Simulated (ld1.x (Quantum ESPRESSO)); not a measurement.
**Cutoff test, tantalum (Ta), TM**

- Element: Ta (Z = 73)
- Generator: ld1.x (Quantum ESPRESSO) 7.5
- Type: norm-conserving Troullier–Martins (Kleinman–Bylander form)
- Functional: PBE
- Relativity: scalar-relativistic
- Frozen core: [Kr] 4d10 4f14
- Valence charge: 13
- Reference configuration: 5s2 5p6 5d3 6s0 6p0 (charge +2)
- Partial waves: 5s (bound): rc 1.35 bohr; 5p (bound): rc 1.95 bohr; 5d (bound): rc 1.55 bohr
- Local potential: all-electron potential smoothed inside 1.10 bohr (lloc = -1)
- Core correction: a·sin(br)/r model core inside 0.90 bohr

The pseudo-atom Hamiltonian at the reference potential is diagonalised in spherical Bessel functions j_l(qr) that vanish at 20 bohr, with q² up to the cutoff. All-electron valence levels (Ry): 5s -6.5086, 6s -1.3548, 5p -4.0391, 6p -0.9218, 5d -1.3459.

Task: How do the lowest levels (Ry) of each channel move with the cutoff, and are there ghosts?

Result:

```csv
cutoff (Ry),s #1,s #2,s #3,p #1,p #2,p #3,d #1,f #1,Σ f·Δε (mRy)
8,-6.2518,-1.4121,-0.5494,-3.5614,-0.8386,-0.3634,-1.0895,-0.3220,4148.6
12,-6.2628,-1.4763,-0.5766,-3.9254,-0.9008,-0.3840,-1.2354,-0.3241,1505.0
18,-6.3218,-1.5074,-0.5980,-4.0321,-0.9286,-0.3938,-1.3239,-0.3258,481.4
30,-6.4459,-1.6544,-0.7989,-4.0380,-0.9353,-0.3967,-1.3453,-0.3275,133.7
40,-6.5049,-3.6138,-1.3022,-4.0389,-0.9366,-0.3974,-1.3457,-0.3282,9.4
50,-6.5649,-5.8128,-1.3357,-4.0390,-0.9383,-0.3984,-1.3458,-0.3286,113.0
60,-7.2144,-6.4650,-1.3401,-4.0391,-0.9398,-0.3992,-1.3459,-0.3287,87.3
80,-8.3184,-6.5048,-1.3417,-4.0391,-0.9418,-0.4003,-1.3459,-0.3289,7.7
110,-8.6443,-6.5075,-1.3425,-4.0391,-0.9425,-0.4007,-1.3459,-0.3289,2.3
140,-8.6601,-6.5083,-1.3430,-4.0391,-0.9425,-0.4008,-1.3459,-0.3289,0.5
180,-8.6611,-6.5085,-1.3431,-4.0391,-0.9425,-0.4008,-1.3459,-0.3289,0.1
400,-8.6617,-6.5086,-1.3431,-4.0391,-0.9425,-0.4008,-1.3459,-0.3289,0.0
```

Result: ghost state, extra bound levels that the all-electron valence spectrum of the same l lacks: s at -117.8 eV (a true bound ghost makes a file unfit for plane-wave use); 10 mRy is reached at 80 Ry and 1 mRy at 140 Ry.

3 of 7 tests not solved or not reliable.
